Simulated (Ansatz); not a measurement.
Input file for Ansatz (an electronic-structure program): R-PBE/def2-TZVPP on CH5OSb (SMILES C[O][SbH2]), a point of a torsion scan. Elements past Kr take the def2 small-core potentials; no spin–orbit coupling.

Ansatz 0.2 input:
```yaml
crystal:
  periodic: [false, false, false]
  atoms:
    - {symbol: C, position_ang: [1.07910857, 0.05121352, 0.05538099]}
    - {symbol: O, position_ang: [0.16358740, -0.48622009, -0.85113680]}
    - {symbol: Sb, position_ang: [-1.78592950, -0.05416319, -0.70795994]}
    - {symbol: H, position_ang: [1.20895860, 1.12943187, -0.08139670]}
    - {symbol: H, position_ang: [0.79180420, -0.13741785, 1.09367024]}
    - {symbol: H, position_ang: [2.03411089, -0.44008023, -0.13895983]}
    - {symbol: H, position_ang: [-1.72275666, 0.14297000, 0.99370374]}
    - {symbol: H, position_ang: [-2.16153401, -1.68933522, -0.43480805]}
basis:
  gaussian:
    orbitals: def2-TZVPP
hamiltonian:
  xc: {name: PBE}
scf: {lower_state_search: off}
```

The head of its log:

```
WARN ansatz: RAYON_NUM_THREADS=1 ignored (pool sized by the plan → 1); use --threads N
Functional definition: PBE
these checks for a lower state are left out or cut short: stability, starts, cluster_reference, orbital_swaps, neighbouring_geometries, increment
integrals: 0.08 GiB planned
1009 factors; their error is unknown
mean field: 0.65 GiB planned
mean field evaluation 1: about -9690.6697 eV, gradient 6.6e1 eV
mean field evaluation 2: about -9552.3239 eV, gradient 2.1e2 eV
```

Question: Give the final energy of this run.

Answer: -356.4682 hartree.
